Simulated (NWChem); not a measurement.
Species: CH3AlClFS; SMILES C[S][Al]([F])[Cl]

```xyz
8

Al    -0.2800     0.3962     0.0000
Cl     0.4844     2.3330    -0.0002
F     -1.9266     0.1737     0.0003
S      0.9904    -1.3392     0.0003
C     -0.2646    -2.6787    -0.0006
H     -1.2891    -2.2854     0.0028
H     -0.1103    -3.2977     0.8929
H     -0.1145    -3.2930    -0.8980
```
Atoms are numbered in this order, from 1.

Results from NWChem. Pople sets run with spherical d functions. All runs use the structure optimised with PBE0/def2-SVP.

For level B3LYP/6-31G*:

* **highest occupied level (eV)**: -7.28
* **dipole (D)**: 2.11

Task: Estimate the same quantities for level B3LYP/3-21G.

Result: 
| Property | Result |
|---|---|
| highest occupied level (eV) | -7.47 |
| dipole (D) | 2.73 |
